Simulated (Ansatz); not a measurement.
Reactions of Cl2H4O2Si2 (`O[SiH2]O[SiH](Cl)Cl`).

Isolated molecules relaxed with PBE0-D4/def2-TZVP in Ansatz; ΔE leaves out vibrations. CCSD(T)/CBS adds triple-zeta CCSD(T) − MP2 to the extrapolated MP2 energy (def2 sets, frozen cores). This one scheme is used for every species, atoms too. Functionals use def2-TZVPP. No spin–orbit coupling; open shells (•) take unrestricted orbitals. Spin–orbit coupling would lower the free atoms: a little for Cl, O, Si. For Ga, Ge outer-core shells are correlated without core-valence functions, so the limit isn't a true one: a few kJ/mol of doubt a bond, and 10 to 20 or more in all where bonds break to atoms. Scalar relativity is left out up to krypton. One conformer a species, not always the lowest.

```json
{"reaction": "`O[SiH2]O[SiH](Cl)Cl` + `[SiH3]Cl` → `Cl[SiH2][SiH](Cl)Cl` + `O[SiH2]O`", "CCSD(T)/CBS(def2) (kcal/mol)": "?"}
{"reaction": "`O[SiH2]O[SiH](Cl)Cl` + H₂ → `[SiH3]O[SiH](Cl)Cl` + H₂O", "CCSD(T)/CBS(def2) (kcal/mol)": "21.8"}
{"reaction": "`O[SiH2]O[SiH](Cl)Cl` + `OBF` → `O[SiH2]OBF` + `O[SiH](Cl)Cl`", "CCSD(T)/CBS(def2) (kcal/mol)": "5.6"}
{"reaction": "`O[SiH2]O[SiH](Cl)Cl` + `[SiH3][GaH2]` → `O[SiH2][GaH][SiH3]` + `O[SiH](Cl)Cl`", "CCSD(T)/CBS(def2) (kcal/mol)": "28.8"}
{"reaction": "`O[SiH2]O[SiH](Cl)Cl` → 2 Cl• + 4 H• + 2 O• + 2 Si•", "CCSD(T)/CBS(def2) (kcal/mol)": "?"}
{"reaction": "`O[SiH2]O[SiH](Cl)Cl` + `N[Si](O)(F)F` → `O[SiH2]N[Si](O)(F)F` + `O[SiH](Cl)Cl`", "CCSD(T)/CBS(def2) (kcal/mol)": "13.1"}
{"reaction": "`O[SiH2]O[SiH](Cl)Cl` → `O[Si@@H](Cl)[Si@@H](O)Cl`", "CCSD(T)/CBS(def2) (kcal/mol)": "33.2"}
{"reaction": "`O[SiH2]O[SiH](Cl)Cl` → `O[Si](O)(Cl)[SiH2]Cl`", "CCSD(T)/CBS(def2) (kcal/mol)": "29.1"}
{"reaction": "`O[SiH2]O[SiH](Cl)Cl` → `O[SiH](Cl)O[SiH2]Cl`", "CCSD(T)/CBS(def2) (kcal/mol)": "?"}
{"reaction": "`O[SiH2]O[SiH](Cl)Cl` + `[F][GeH3]` → `F[SiH](Cl)Cl` + `O[SiH2][O][GeH3]`", "CCSD(T)/CBS(def2) (kcal/mol)": "0.0"}
```

Problem. Fill in the missing values. (Estimate.)

Solution. Computed: `O[SiH2]O[SiH](Cl)Cl` + `[SiH3]Cl` → `Cl[SiH2][SiH](Cl)Cl` + `O[SiH2]O`: +31.8 kcal/mol; `O[SiH2]O[SiH](Cl)Cl` → 2 Cl• + 4 H• + 2 O• + 2 Si•: +883.8 kcal/mol; `O[SiH2]O[SiH](Cl)Cl` → `O[SiH](Cl)O[SiH2]Cl`: -2.4 kcal/mol.

Largest T1 diagnostic: 0.013, for `[SiH3][GaH2]`.
